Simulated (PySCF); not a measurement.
InF, SMILES [F][In] (connectivity only; charge and spin as stated), neutral, multiplicity 1.

The structure is a stationary point at B3LYP-D3(BJ)/def2-TZVP. The def2 effective core potentials stand for the cores of In; spin–orbit coupling is left out.

Two levels are set side by side: PBE/def2-TZVPD (PySCF) and ωB97X/def2-TZVPD (PySCF). Same geometry, gas phase. Differences are taken from unrounded values.

| quantity | ωB97X | PBE | PBE minus ωB97X |
|---|---|---|---|
| orbital gap (eV) | 9.82 | 4.27 | -5.55 |
| highest occupied level (eV) | -9.83 | -6.55 | 3.27 |
| lowest empty level (eV) | -0.01 | -2.29 | -2.28 |
| dipole moment (D) | 3.41 | 3.27 | -0.14 |
| mean polarisability (bohr³) | 41.0 | 41.7 | 0.8 |

Without exact exchange PBE keeps part of each electron's self-repulsion, which lifts occupied levels and narrows the gap. Differences between two approximate levels are no errors against the true value.

Rough cost on one machine, each run with all the roots and properties that it gave: ωB97X against PBE within a factor of 2.
